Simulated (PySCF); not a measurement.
Compound: C2H12O2Si4.
SMILES with atom numbers: `[CH3:1][C:2](=[O:3])[O:4][Si@H:5]([SiH3:6])[SiH2:7][SiH3:8]` (hydrogens: H9, H10, H11 on C1; H12 on Si5; H13, H14, H15 on Si6; H16, H17 on Si7; H18, H19, H20 on Si8)

Structure used (PBE0-D3(BJ)/def2-SVP), in Å, numbered top down from 1:
```xyz
20
C2H12O2Si4 angstrom
C      2.0556   -1.8816   -0.8618
C      1.2802   -0.6897   -0.4007
O      1.2778   -0.2509    0.7308
O      0.5592   -0.1118   -1.3560
Si    -0.3452    1.2806   -0.8088
Si     1.1345    2.8490    0.1161
Si    -1.9465    0.5278    0.7297
Si    -2.3096   -1.7518    0.3162
H      2.7720   -1.5723   -1.6373
H      2.5848   -2.3343   -0.0167
H      1.3727   -2.6092   -1.3231
H     -0.9769    1.7282   -2.0840
H      2.5176    2.5741   -0.3818
H      0.7466    4.2329   -0.3038
H      1.1002    2.7684    1.6046
H     -3.2333    1.2669    0.5180
H     -1.4905    0.7555    2.1337
H     -1.0213   -2.5036    0.4217
H     -3.2810   -2.3346    1.2922
H     -2.8501   -1.9255   -1.0673
```

Level: PBE0/pcSseg-1 in PySCF, non-relativistic, on one gas-phase PBE0-D3(BJ)/def2-SVP geometry that isn't relaxed in the solvent. The solvent is an IEF-PCM continuum (van der Waals radii × 1.2). Only the electrostatic response of the medium enters.

Gas phase at PBE0/pcSseg-1: HOMO -7.68 eV, LUMO -0.94 eV, dipole 1.46 D.

Problem. What does the continuum do to the energy, the frontier levels and the dipole at PBE0/pcSseg-1 in chloroform and methanol?

Solution. 
```json
{"solvent": "chloroform", "ε": "4.711", "E(solvent) − E(gas) (kJ/mol)": "-11.43", "polarisation term (kJ/mol)": "-12.40", "distortion of the solute (kJ/mol)": "0.97", "HOMO (eV)": "-7.60", "LUMO (eV)": "-0.84", "dipole (D)": "1.79"}
{"solvent": "methanol", "ε": "32.61", "E(solvent) − E(gas) (kJ/mol)": "-15.94", "polarisation term (kJ/mol)": "-17.99", "distortion of the solute (kJ/mol)": "2.05", "HOMO (eV)": "-7.59", "LUMO (eV)": "-0.81", "dipole (D)": "1.98"}
```

The first energy column is the sum of the next two and covers electrostatics alone. From chloroform to methanol the lowering changes by a factor 1.39, Onsager's factor (ε − 1)/(2ε + 1) by 1.34 and ε itself by 6.9.

Problem. Which radius a makes the point-dipole formula ΔE = −[(ε − 1)/(2ε + 1)]·μ²/a³ give the value in methanol, with the gas-phase dipole?

Solution. μ = 0.573 au and |ΔE| = 0.00607 Eh give a = 1.56 Å; the farthest nucleus lies 4.30 Å from the centroid of the nuclei, so such a sphere wouldn't even hold the nuclei. The formula assumes a rigid point dipole at the centre of a sphere.

Problem. Give the dipole vector in the frame of the coordinates (D, pointing from negative to positive charge), gas and methanol.

Solution. Gas (0.28, -0.75, -1.22), solvent (0.17, -0.84, -1.78). Its length changes by +36 % and its direction by 9°.

Problem. Which ESP-fitted charges (PBE0/pcSseg-1) respond most in chloroform (means over atoms taken as equivalent)?

Solution. 
```tsv
atoms	environment	gas (e)	solvent (e)	change
O3	carbonyl oxygen	-0.548	-0.588	-0.040
Si5	oxygen-bound silicon	+0.330	+0.357	+0.027
C2	carbonyl carbon	+0.839	+0.860	+0.021
O4	oxygen singly bound to a carbonyl carbon	-0.472	-0.492	-0.020
H9/H10/H11	methyl hydrogen	+0.180	+0.186	+0.006
H17	Si–H hydrogen	-0.037	-0.042	-0.005
Si7	SiH2 silicon	+0.096	+0.100	+0.004
Si6	SiH3 silicon	+0.173	+0.177	+0.004
H13/H14/H15	Si–H hydrogen	-0.057	-0.059	-0.002
H12	Si–H hydrogen	-0.068	-0.070	-0.002
H16	Si–H hydrogen	-0.071	-0.070	+0.001
Si8	SiH3 silicon	+0.215	+0.213	-0.002
```

Problem. How do the nuclear quadrupole coupling constants eQVzz/h respond in chloroform?

Solution. 
| nucleus | Q (barn) | gas (MHz) | solvent (MHz) | η gas | η solvent |
| --- | --- | --- | --- | --- | --- |
| 17O at O3 | -0.0256 | 9.25 | 9.12 | 0.12 | 0.08 |
| 17O at O4 | -0.0256 | -7.86 | -7.80 | 0.02 | 0.02 |
